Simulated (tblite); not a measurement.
Species: C4H12GeOSi2.
SMILES with atom numbers: `[CH2:1]=[C:2]([CH:3]=[O:4])[Si@H:5]([GeH3:6])[SiH2:7][CH3:8]` (hydrogens: H9, H10 on C1; H11 on C3; H12 on Si5; H13, H14, H15 on Ge6; H16, H17 on Si7; H18, H19, H20 on C8)

Computed with GFN2-xTB (tblite), gas phase: L-BFGS steps from a force-field or distance-geometry start until the largest atomic force falls under 0.01 eV/Å.

Step 46: E = -654.4857 eV
```
atom  x, y, z in Å  |  force x, y, z in eV/Å
C1     -2.3960   -1.1241    1.2851   -0.003   0.024  -0.029
C2     -1.5372   -0.5452    0.4430   -0.016   0.014  -0.050
C3     -1.6544   -0.8465   -0.9891   -0.039  -0.124  -0.108
O4     -2.2432   -1.7807   -1.4698    0.054   0.079   0.035
Si5    -0.1561    0.6479    0.9397    0.041   0.016   0.049
Ge6    -0.2343    2.4498   -0.5722    0.013   0.036  -0.019
Si7     1.9065   -0.4448    0.9074   -0.022   0.005   0.029
C8      2.2638   -1.0082   -0.8730    0.016  -0.005  -0.013
H9     -2.3749   -0.9395    2.3464    0.020  -0.006  -0.027
H10    -3.1652   -1.7877    0.9150    0.007   0.012   0.029
H11    -1.1162   -0.1208   -1.6469   -0.071  -0.044   0.070
H12    -0.5506    1.1592    2.2622   -0.010   0.006   0.029
H13     0.7145    3.5615   -0.2259   -0.006   0.006   0.014
H14     0.1605    2.1369   -1.9883    0.017  -0.006  -0.001
H15    -1.5432    3.1610   -0.7454   -0.025   0.004  -0.007
H16     2.9725    0.4704    1.3435    0.012  -0.031  -0.019
H17     1.9331   -1.6069    1.8076    0.025   0.002  -0.036
H18     2.2238   -0.1706   -1.5658   -0.018   0.021   0.009
H19     3.2494   -1.4534   -0.9658    0.027  -0.019   0.021
H20     1.5421   -1.7478   -1.2110   -0.021   0.009   0.023
```

Step 47: E = -654.4865 eV
```
atom  x, y, z in Å  |  force x, y, z in eV/Å
C1     -2.3958   -1.1231    1.2846   -0.007   0.027  -0.021
C2     -1.5375   -0.5442    0.4421    0.004   0.005  -0.030
C3     -1.6535   -0.8468   -0.9896   -0.038  -0.049  -0.061
O4     -2.2386   -1.7813   -1.4709    0.007  -0.016   0.003
Si5    -0.1550    0.6479    0.9398    0.023   0.023   0.058
Ge6    -0.2342    2.4502   -0.5729   -0.002   0.025  -0.001
Si7     1.9068   -0.4458    0.9077   -0.019   0.003   0.031
C8      2.2643   -1.0087   -0.8731    0.016  -0.003  -0.005
H9     -2.3741   -0.9383    2.3460    0.019  -0.004  -0.031
H10    -3.1664   -1.7856    0.9157    0.009   0.009   0.026
H11    -1.1235   -0.1171   -1.6463   -0.033  -0.012   0.041
H12    -0.5500    1.1579    2.2641   -0.004   0.000   0.009
H13     0.7117    3.5633   -0.2264    0.001   0.013   0.015
H14     0.1612    2.1356   -1.9875    0.019  -0.005  -0.012
H15    -1.5450    3.1587   -0.7463   -0.019   0.001  -0.008
H16     2.9735    0.4692    1.3436    0.009  -0.033  -0.019
H17     1.9336   -1.6085    1.8075    0.024   0.007  -0.040
H18     2.2247   -0.1708   -1.5655   -0.018   0.018   0.009
H19     3.2501   -1.4537   -0.9647    0.026  -0.019   0.017
H20     1.5427   -1.7484   -1.2111   -0.019   0.010   0.021
```

Step 48: E = -654.4877 eV
```
atom  x, y, z in Å  |  force x, y, z in eV/Å
C1     -2.3971   -1.1179    1.2840   -0.010   0.030  -0.013
C2     -1.5378   -0.5404    0.4419    0.034  -0.014  -0.013
C3     -1.6529   -0.8410   -0.9900   -0.076   0.012  -0.028
O4     -2.2137   -1.7886   -1.4732    0.005  -0.057  -0.008
Si5    -0.1495    0.6467    0.9418   -0.014   0.030   0.056
Ge6    -0.2363    2.4486   -0.5744   -0.025   0.010   0.029
Si7     1.9090   -0.4511    0.9079   -0.008   0.000   0.020
C8      2.2691   -1.0122   -0.8738    0.015   0.002   0.014
H9     -2.3737   -0.9353    2.3460    0.019   0.002  -0.035
H10    -3.1731   -1.7746    0.9162    0.014   0.005   0.020
H11    -1.1551   -0.0877   -1.6438   -0.004  -0.011   0.014
H12    -0.5432    1.1531    2.2694    0.001  -0.003  -0.014
H13     0.6973    3.5717   -0.2307    0.010   0.022   0.016
H14     0.1633    2.1296   -1.9857    0.024  -0.002  -0.026
H15    -1.5552    3.1434   -0.7511   -0.005  -0.006  -0.010
H16     2.9762    0.4629    1.3456    0.006  -0.038  -0.020
H17     1.9331   -1.6146    1.8073    0.025   0.011  -0.044
H18     2.2303   -0.1733   -1.5655   -0.017   0.007   0.014
H19     3.2559   -1.4563   -0.9619    0.015  -0.018   0.009
H20     1.5482   -1.7524   -1.2131   -0.011   0.017   0.020
```

Step 49: E = -654.4888 eV
```
atom  x, y, z in Å  |  force x, y, z in eV/Å
C1     -2.3983   -1.1114    1.2833   -0.008   0.031  -0.011
C2     -1.5374   -0.5368    0.4412    0.048  -0.028  -0.007
C3     -1.6538   -0.8339   -0.9915   -0.109   0.021  -0.014
O4     -2.1848   -1.7979   -1.4762    0.031  -0.032   0.006
Si5    -0.1437    0.6454    0.9449   -0.042   0.025   0.029
Ge6    -0.2392    2.4469   -0.5748   -0.032  -0.003   0.043
Si7     1.9113   -0.4573    0.9090    0.000   0.001  -0.007
C8      2.2740   -1.0159   -0.8740    0.013   0.005   0.031
H9     -2.3722   -0.9305    2.3455    0.020   0.008  -0.031
H10    -3.1805   -1.7620    0.9180    0.019   0.003   0.011
H11    -1.1917   -0.0556   -1.6423    0.003  -0.025   0.000
H12    -0.5360    1.1461    2.2751    0.000   0.002  -0.018
H13     0.6806    3.5825   -0.2357    0.014   0.023   0.018
H14     0.1665    2.1228   -1.9836    0.024   0.004  -0.024
H15    -1.5662    3.1265   -0.7571    0.004  -0.012  -0.012
H16     2.9799    0.4551    1.3473    0.006  -0.039  -0.017
H17     1.9336   -1.6218    1.8064    0.025   0.008  -0.041
H18     2.2366   -0.1760   -1.5652   -0.016  -0.006   0.023
H19     3.2620   -1.4592   -0.9581    0.001  -0.015   0.000
H20     1.5541   -1.7565   -1.2152    0.000   0.026   0.022
```

Question: Estimate the geometry and energy of step 50. (The exact step hangs on the optimiser's Hessian estimate; all steps are aligned on step 49, rigid shifts and turns removed.)

Answer: E = -654.4902 eV, largest force 0.113 eV/Å
```
atom  x, y, z in Å  |  force x, y, z in eV/Å
C1     -2.3984   -1.1030    1.2818   -0.001   0.026  -0.007
C2     -1.5360   -0.5339    0.4380    0.045  -0.035   0.002
C3     -1.6571   -0.8276   -0.9953   -0.103   0.030   0.035
O4     -2.1536   -1.8091   -1.4813    0.028  -0.034   0.012
Si5    -0.1386    0.6449    0.9493   -0.060   0.004  -0.029
Ge6    -0.2426    2.4469   -0.5741   -0.021  -0.020   0.040
Si7     1.9133   -0.4635    0.9118    0.005   0.010  -0.052
C8      2.2782   -1.0189   -0.8727    0.010   0.007   0.043
H9     -2.3674   -0.9225    2.3436    0.021   0.016  -0.015
H10    -3.1877   -1.7481    0.9230    0.018  -0.001  -0.009
H11    -1.2337   -0.0267   -1.6428    0.019  -0.002  -0.033
H12    -0.5304    1.1356    2.2823   -0.008   0.016  -0.009
H13     0.6620    3.5969   -0.2406    0.014   0.015   0.019
H14     0.1724    2.1153   -1.9806    0.015   0.016   0.002
H15    -1.5772    3.1107   -0.7646    0.008  -0.018  -0.015
H16     2.9862    0.4445    1.3474    0.007  -0.031  -0.006
H17     1.9372   -1.6312    1.8035    0.020  -0.001  -0.026
H18     2.2424   -0.1783   -1.5638   -0.013  -0.020   0.036
H19     3.2672   -1.4618   -0.9519   -0.017  -0.010  -0.013
H20     1.5588   -1.7596   -1.2161    0.012   0.034   0.023
```

The energy changes by -0.0014 eV. The first-order estimate −F·Δx gives -0.0021 eV and the mean of the old and new forces, exact on a quadratic surface, -0.0014 eV. The step makes an angle of 82° with the force vector and moves no atom by more than 0.051 Å.

What follows is the cost of the whole relaxation. The run took 5.4 s wall, 4.0 s CPU on an Intel Xeon at 2.50 GHz with one thread, on a shared host.
